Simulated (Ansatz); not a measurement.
FHSi (SMILES F[SiH]) moved off its minimum; all values from Ansatz (a quantum-chemistry and plane-wave program), cores frozen in correlated methods.
(charge 0, multiplicity 1)
```xyz
3

Si    -0.17997    -0.40602     0.40908
H     -0.84997    -1.24563    -0.60572
F      0.45801     0.58166    -0.61321
```

**Question.** Give the forces (eV/Å), the total energy and the dipole at CCSD(T)/aug-cc-pV(T+d)Z.

**Answer.** 
```
atom      Fx      Fy      Fz
----  ------  ------  ------
Si1   -0.475  -0.832   1.785
H2    -0.460  -0.595  -0.497
F3     0.935   1.428  -1.288
```
Energy -389.4007 hartree, dipole 0.76 D.

Doubts at one or more of the structures used: a restricted determinant that unrestricted orbitals would lower (CCSD(T)/aug-cc-pV(T+d)Z).
